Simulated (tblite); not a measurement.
Compound: C8H5F2 (doublet state).
InChI=1S/C8H5F2/c1-2-7-3-4-5(7)6(7)8(4,9)10/h1,3-6H/t4-,5+,6-,7+/m0/s1

Calculated harmonic vibrations of the isolated species, GFN2-xTB (tblite), most abundant isotopes, no scaling. The method is semi-empirical: single wavenumbers can be off by several per cent or more. Open shells enter through the occupations alone, without spin polarisation, and single modes of such species can be off by tens of per cent.

Harmonic wavenumbers (cm⁻¹): 99.4, 123.4, 186.7, 235.2, 315.3, 366.7, 397.6, 431.7, 481.4, 518.7, 563.0, 578.9, 642.5, 665.4, 670.1, 760.9, 839.2, 861.7, 889.7, 907.8, 948.6, 964.9, 990.6, 1028.7, 1046.0, 1071.6, 1093.5, 1111.2, 1157.7, 1208.0, 1250.9, 1279.2, 1406.9, 2272.4, 3061.5, 3122.9, 3156.1, 3168.7, 3399.1.

A = 3272, B = 955.6, C = 943.3 MHz; mass 139.036 u (most abundant isotopes); point group C1, symmetry number 1; spin multiplicity 2.

Task: What is the zero-point energy?

Result: ½Σν̃ = 21637 cm⁻¹ = 61.86 kcal/mol.

Task: What is S at 298.15 K and 1 bar for an ideal gas of classical rigid rotors and harmonic oscillators?

Result: Translation 40.73, rotation 29.08, vibration 19.97, spin (R ln 2) 1.38: S = 91.2 cal/(mol K).

Task: And Cp and H(298.15 K) − H(0)?

Result: Cp = 35.47 cal/(mol K), of which vibrations give 27.52 (their classical limit is 39 R = 77.5); H(298.15 K) − H(0) = 5.95 kcal/mol without the zero-point energy, 3.58 from vibrations.

Task: How do the functions run with temperature in this model?

Result: 
```csv
T (K),S (cal/(mol K)),Cp (cal/(mol K)),H − H(0) (kcal/mol),G − H(0) (kcal/mol),ln q(vib)
50,57.8,10.2,0.43,-2.46,0.09
100,66.2,14.5,1.04,-5.57,0.59
373.15,99.9,42.7,8.89,-28.39,5.57
500,113.8,52.0,14.93,-41.96,8.34
750,137.2,63.1,29.47,-73.44,13.76
1000,156.3,69.4,46.09,-110.20,18.79
```

q(vib) and H(0) count from the zero-point level.

Task: What must be added to the electronic energy to get the Gibbs energy at 298.15 K and 1 bar?

Result: ZPE + [H(298.15 K) − H(0)] − T·S = 61.86 + 5.95 − 27.18 = 40.63 kcal/mol.

Hindered rotation and anharmonicity are outside this model. The structure is chiral; the term R ln 2 for an equal mix with its mirror image is left out.

The run took 0.4 s on one thread of an Arm Neoverse V2, on a shared host. The figure is for the frequency step alone.
